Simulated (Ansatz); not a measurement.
A structure relaxed at PBE-D4/def2-SVP in Ansatz, charge 0, singlet:

Cartesian coordinates in Å:
```
Ge -0.896 -0.451 -0.464
C -2.520 0.557 -0.936
H -2.781 0.434 -2.006
H -2.392 1.636 -0.724
H -3.364 0.179 -0.326
C -1.073 -2.360 -0.910
H -0.172 -2.922 -0.596
H -1.184 -2.461 -2.007
H -1.961 -2.815 -0.426
N -0.477 -0.356 1.344
C -0.094 0.922 1.922
C -1.234 1.678 2.619
C -0.589 -1.483 2.255
C 0.753 -2.136 2.613
H 0.330 1.556 1.110
H 0.745 0.777 2.645
H -2.040 1.933 1.901
H -1.689 1.069 3.428
H -0.871 2.622 3.077
H -1.104 -1.169 3.196
H -1.257 -2.252 1.811
H 1.238 -2.562 1.710
H 1.457 -1.398 3.051
H 0.622 -2.953 3.354
N 0.523 0.360 -1.343
C 1.879 -0.082 -1.062
C 2.457 -1.060 -2.095
C 0.364 1.415 -2.330
C 0.620 2.829 -1.790
H 1.887 -0.557 -0.055
H 2.559 0.800 -0.972
H 1.860 -1.994 -2.135
H 2.455 -0.620 -3.114
H 3.505 -1.331 -1.852
H 1.040 1.229 -3.199
H -0.661 1.372 -2.756
H -0.116 3.090 -1.002
H 1.632 2.911 -1.340
H 0.549 3.591 -2.595
```

**Question.** Give its formula, name or SMILES.

**Answer.** GeMe2(NEt2)2 (C₁₀H₂₆GeN₂).

**Question.** Summarise the bond lengths by kind (pairs closer than 1.2 times the sum of covalent radii, bridged metal pairs left out).

**Answer.** 4 × C–N 1.45 Å; 4 × C–C 1.53 to 1.54 Å; 2 × C–Ge 1.97 Å; 2 × Ge–N 1.86 Å; 26 × C–H 1.11 to 1.12 Å.
